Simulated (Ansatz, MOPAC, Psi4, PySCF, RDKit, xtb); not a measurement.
Pair of molecules: H2O (SMILES O) (first 3 atoms) with SO2 (SMILES O=S=O); geometry from B3LYP-D3(BJ)/def2-TZVP, rigid monomers moved along the line of their centres of mass till O1···S5 is 2.44 Å.
(charge 0, multiplicity 1):
```tsv
atom	x (Å)	y (Å)	z (Å)
O	0.5057	-0.0902	0.6105
H	0.6067	0.8503	0.4224
H	-0.3627	-0.3346	0.2694
O	-1.1192	-0.6656	2.9126
S	0.2331	-0.1829	3.0334
O	0.4329	1.2384	3.1610
```

```
level                                                                 interaction energy (meV)  cost
--------------------------------------------------------------------  ------------------------  ----
MMFF94                                                                                   599.4     -
UFF                                                                                      893.3     -
GFN-FF                                                                                   -93.0     -
AM1                                                                                     -380.2     -
PM3                                                                                       91.4     -
PM6                                                                                     -365.5     -
GFN1-xTB                                                                                -520.0     -
GFN2-xTB                                                                                -515.2     -
HF/STO-3G (no counterpoise)                                                              -76.3     -
HF/3-21G (no counterpoise)                                                              -564.4     -
HF/6-31G*                                                                               -123.9     -
HF/6-31G* (no counterpoise)                                                             -220.5     -
HF/aug-cc-pV(D+d)Z                                                                       -44.3     -
HF/aug-cc-pV(T+d)Z                                                                       -54.7     -
PBE/def2-TZVPPD                                                                         -121.8    ×1
PBE-D3(BJ)/def2-TZVPPD                                                                  -169.4    ×1
BP86/6-31G* (no counterpoise)                                                           -259.0     -
r2SCAN/def2-TZVPPD                                                                      -186.2    ×2
r2SCAN-D3(BJ)/def2-TZVPPD                                                               -199.9    ×2
B3LYP/3-21G (no counterpoise)                                                           -592.1     -
B3LYP/6-31G*                                                                            -121.7     -
B3LYP/6-31G* (no counterpoise)                                                          -268.5     -
B3LYP/6-311+G** (no counterpoise)                                                       -119.7     -
B3LYP/def2-TZVPPD                                                                        -75.2    ×2
B3LYP-D3(BJ)/def2-TZVPPD                                                                -156.7    ×2
B3LYP-D4/def2-TZVPPD                                                                    -151.9    ×2
PBE0/def2-TZVPPD                                                                        -145.6    ×1
PBE0-D4/def2-TZVPPD                                                                     -186.2    ×1
M06-2X/6-31G* (no counterpoise)                                                         -359.6     -
wB97X-V/def2-TZVPPD                                                                     -158.4    ×3
wB97M-V/def2-TZVPPD                                                                     -166.7    ×3
MP2/6-31G*                                                                               -10.2     -
MP2/6-31G* (no counterpoise)                                                            -186.9     -
MP2/aug-cc-pV(D+d)Z                                                                      -11.5     -
MP2/aug-cc-pV(T+d)Z                                                                      -71.9    ×3
MP2/CBS(aug-cc-pV(D+d)Z, aug-cc-pV(T+d)Z)                                                -92.9     -
SCS-MP2/aug-cc-pV(D+d)Z                                                                   21.8     -
CCSD(T)/aug-cc-pV(D+d)Z                                                                  -17.8    ×5
MP2/CBS(aug-cc-pV(D+d)Z, aug-cc-pV(T+d)Z) + ΔCCSD(T)/aug-cc-pV(D+d)Z                     -99.2    ×8
SAPT0/jun-cc-pV(D+d)Z                                                                   -206.9     -
```

The rows run from -592.1 (B3LYP/3-21G (no counterpoise)) to 893.3 meV (UFF). From aug-cc-pV(D+d)Z to aug-cc-pV(T+d)Z MP2 changes by -60.4. The dispersion term adds -47.5 in PBE-D3(BJ), -13.7 in r2SCAN-D3(BJ), -81.6 in B3LYP-D3(BJ). The 6 functionals in def2-TZVPPD without D3 or D4 span 111.0, from r2SCAN to B3LYP.

Interaction energies are E(AB) − E(A) − E(B) at the monomers' geometry in the complex; basis-set methods are counterpoise corrected. Rows marked so take none. RDKit's UFF carries no charges.

Cores are frozen in the correlated methods. CBS: X⁻³ extrapolation of the correlation energy, Hartree–Fock from the larger set. Rows in 3-21G, 6-311+G**, 6-31G*, STO-3G carry no dispersion term and start afresh at each structure (6-31G* with six Cartesian d functions). MP2/6-31G* freezes PySCF's default core. The state that AM1, PM3, PM6 reach isn't checked.

The values were computed with Ansatz (an electronic-structure program); MOPAC for AM1, PM3, PM6 (differences of heats of formation); Psi4 for SAPT; PySCF for 3-21G rows, 6-311+G** rows, 6-31G* rows, STO-3G rows, the dispersion terms; RDKit for the force fields; xtb for the GFN methods. Each number belongs to the level named beside it.

Costs are rough ratios of core time to PBE/def2-TZVPPD (about 3 s over the structures, on one shared machine); a dash marks a level with no comparable run of its own.
